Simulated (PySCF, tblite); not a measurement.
Species: C₇H₁₁O (doublet state).
SMILES: `C=CC[C@]1(C)C[CH]O1`

Jobs on this species (19 atoms, 61 electrons) with PySCF (density fitting) and tblite. Hardware of each: Arm Neoverse N1, one thread (shared host). The host was shared with other jobs, so the times are rough.

Problem. Rank these jobs by wall time, shortest first.
A. UKS B3LYP, pcH-1 on C H O, non-relativistic, mean-field spin-orbit, GIAO; unrestricted SCF, g, hyperfine, density and orbital grids written; 310 basis functions
B. GFN2-xTB; Hessian by finite differences
C. GFN2-xTB; L-BFGS relaxation

Solution. C (0.51 s), B (0.94 s), A (2.3 min).

All jobs:

| level and settings | work | basis functions | SCF cycles | wall time |
| --- | --- | --- | --- | --- |
| GFN2-xTB | L-BFGS relaxation | – | – | 0.51 s |
| GFN2-xTB | Hessian by finite differences | – | – | 0.94 s |
| UKS B3LYP, pcH-1 on C H O, non-relativistic, mean-field spin-orbit, GIAO | unrestricted SCF, g, hyperfine, density and orbital grids written | 310 | 13 | 2.3 min |

Problem. What do all jobs in the table cost together?

Solution. About 2.3 min; the longest takes about 99 % of that, and about 270 times as long as the shortest.
